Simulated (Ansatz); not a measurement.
Sn(vinyl)3(NMe2) (C₈H₁₅NSn). The state is a singlet with charge 0. Geometry PBE-D4/def2-SVP, basis def2-TZVP, Ansatz.

```json
{"run": "A", "HOMO (eV)": "-4.51", "LUMO (eV)": "-1.55"}
{"run": "B", "HOMO (eV)": "-4.73", "LUMO (eV)": "-1.35"}
{"run": "C", "HOMO (eV)": "-5.38", "LUMO (eV)": "-0.95"}
{"run": "D", "HOMO (eV)": "-7.14", "LUMO (eV)": "0.55"}
{"run": "E", "HOMO (eV)": "-5.78", "LUMO (eV)": "-0.57"}
{"run": "F", "HOMO (eV)": "-8.14", "LUMO (eV)": "1.59"}
```

In the def2 sets Sn takes a core potential; there is no spin–orbit coupling. HSE06 is defined as in plane-wave codes, on full-range PBE exchange. Single mean-field runs in def2-TZVP are fitted with def2-universal-jkfit.

Q: The runs used CAM-B3LYP, HSE06, PBE, PBE0, r2SCAN, ωB97X-V. Estimate which is which.

A: A PBE (0 % exact exchange); B r2SCAN (0 % exact exchange); C HSE06 (range-separated); D CAM-B3LYP (range-separated); E PBE0 (25 % exact exchange); F ωB97X-V (range-separated). Exact exchange lowers occupied and raises empty levels; among semilocal functionals meta-GGAs tend to open the gap a little, and such runs are hard to tell apart. The gap grows from 2.96 eV (PBE) to 9.73 eV (ωB97X-V).
